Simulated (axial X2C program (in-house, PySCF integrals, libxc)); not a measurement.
**Nuclear properties of LiGe**

Calculated with an axial X2C code built on PySCF integrals: two-component X2C with atomic mean-field Coulomb and Gaunt terms, Gaussian nuclei, basis Ge dyall-cv3z, Li dyall-cv3z with contracted cores.

R = 2.399 Å (near the PBE0 minimum at charge 0 of the determinant lowest at the starting distance; the state shown can have its own minimum elsewhere).

Input and command:
```json
{"zs": [32, 3], "q": 0, "bas": ["dyall-cv3z", "dyall-cv3z"], "r0": 2.54, "levels": ["PBE0", "HF", "BHandHLYP", "B3LYP", "BP86"], "nst": 3}
```
```bash
python soeom.py task.json out
```

Keys: zs atomic numbers; q charge; bas basis sets; r0 starting distance in Å; levels methods; nst determinants followed.

Determinant lowest in the PBE0 search, Ω = 3/2 (⟨Sz⟩ = 1.50, ⟨Lz⟩ = 0.00 at PBE0), spin on the atoms Ge 1.25, Li 0.24:

```tsv
level	Eeff magnitude (GV/cm)	Ws magnitude Ge (kHz)	A∥/gI Ge (MHz)	qzz Ge (a.u.)	A∥/gI Li (MHz)	qzz Li (a.u.)	μ (D)
PBE0	1.58	0.459	-135	0.15	31.8	-0.01	5.77
HF	1.91	0.551	-210	-0.02	29.4	-0.01	6.42
BHandHLYP	1.19	0.349	-94.3	-0.06	36	-0.01	5.98
B3LYP	1.37	0.399	-76.2	0.12	37	0.00	5.60
BP86	1.39	0.407	-102	0.17	32.3	0.00	5.50
```

Determinant 0.59 eV from it at PBE0 and this distance, Ω = 1/2 (⟨Sz⟩ = -0.49, ⟨Lz⟩ = 0.99 at PBE0), spin on the atoms Ge -0.46, Li -0.03:

| level | Eeff magnitude (GV/cm) | Ws magnitude Ge (kHz) | A∥/gI Ge (MHz) | qzz Ge (a.u.) | A∥/gI Li (MHz) | qzz Li (a.u.) | μ (D) |
| --- | --- | --- | --- | --- | --- | --- | --- |
| PBE0 | 0.197 | 0.178 | 1260 | -4.90 | 16.8 | -0.02 | 5.07 |
| HF | 0.962 | 0.828 | 705 | -4.00 | 31.1 | -0.02 | 6.11 |
| BHandHLYP | 0.463 | 0.403 | 1040 | -4.79 | 20.1 | -0.02 | 5.38 |
| B3LYP | 0.241 | 0.214 | 1190 | -4.90 | 17.3 | -0.02 | 4.84 |
| BP86 | 0.147 | 0.134 | 1290 | -4.89 | 16.4 | -0.01 | 4.63 |

Eeff is the effective electric field on the electron electric dipole moment in this Ω state and Ws the scalar–pseudoscalar constant of the nucleus named (defined with the proton number Z and per Ω); A∥ (defined per Ω) follows by multiplying with gI = μI/(I μN); qzz is the electric field gradient, eQq0 = 234.96 MHz × Q/barn × qzz; μ is positive if the Li end (last atom) is positive. The operators were transformed with the bare-nucleus X2C matrices; with these basis sets, hyperfine constants and field gradients can be off by tens of per cent, and where levels differ in sign neither size nor sign is settled.

Question: With gI(7Li) = 2.1710 (g factors from the IAEA table of nuclear moments by Stone), turn the PBE0 values of the first state into constants in MHz.

Answer: A∥(7Li) = 31.8 × 2.1710 = 69 MHz.

Each state is one determinant with collinear spin, which with several unpaired electrons need not be a pure state. Unrestricted Hartree–Fock can overshoot spin polarisation at the nuclei. This is the top spin component of a Σ state; components of lower Ω are not single determinants and can lie lower. With several open shells hyperfine constants can be off by a factor of several. Where Eeff spreads by more than a factor of two the levels disagree and none is to be relied on. The search compared states at one distance, so a state with another bond length can lie lower. Further determinants of the search, some of them spin-mixed, are not shown. Where a field gradient or hyperfine factor spreads by more than a factor of two over the levels, a constant derived from it is not to be relied on. PBE0 term energies can be off by some tenths of an eV.
